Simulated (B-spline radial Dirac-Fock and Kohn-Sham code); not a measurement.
Compton profile of W⁷¹⁺

System: the W⁷¹⁺ ion in the configuration [He] 2s1.

Input file task.json (cfg lists n, l and occupation; rrms is the nuclear radius in fm):

```json
{"items": [{
  "Z": 74,
  "q": 71,
  "cfg": [[1, 0, 2], [2, 0, 1]],
  "A": 184,
  "rrms": 5.3658,
  "do": ["scatter"],
  "s": [0.0, 0.05, 0.1, 0.15, 0.2, 0.25, 0.3, 0.35, 0.4, 0.45, 0.5, 0.6, 0.7, 0.8, 0.9, 1.0, 1.1, 1.2, 1.4, 1.6, 1.8, 2.0, 2.5, 3.0, 3.5, 4.0, 5.0, 6.0],
  "pz": [0, 0.1, 0.2, 0.3, 0.4, 0.5, 0.6, 0.8, 1.0, 1.2, 1.4, 1.6, 1.8, 2.0, 2.5, 3.0, 4.0, 5.0, 7.0, 10.0, 15.0, 20.0, 30.0, 40.0, 60.0, 100.0],
  "hv_scatter": [2000, 5000, 10000, 30000, 50000, 100000, 500000, 1000000]
}]}
```

Launch: `python xray_run.py task.json out`

These are calculated numbers from a radial atomic solver; the model is the impulse approximation on configuration-average Dirac-Fock orbitals. pz is in atomic units of momentum; subshell profiles are per electron, for a selection of subshells; open shells are spread over both j values by their weights.

```tsv
pz	J total	J 1s1/2	J 2s1/2
5	0.04999	0.00997	0.0301
7	0.04659	0.00986	0.0269
10	0.04051	0.00963	0.0213
15	0.03040	0.00910	0.0122
20	0.02276	0.00842	0.00591
30	0.01504	0.00684	0.00135
40	0.01147	0.00526	0.000943
60	0.006398	0.00283	0.000738
100	0.001744	0.000776	0.000192
```

Q: What is the peak value J(0), and which subshell contributes most to it?

A: J(0) = 0.05398. The 2s1/2 subshell gives the largest part, 63 %.

Mean momentum ⟨p⟩ by subshell (a.u.): 1s1/2 77.4, 2s1/2 29.3.
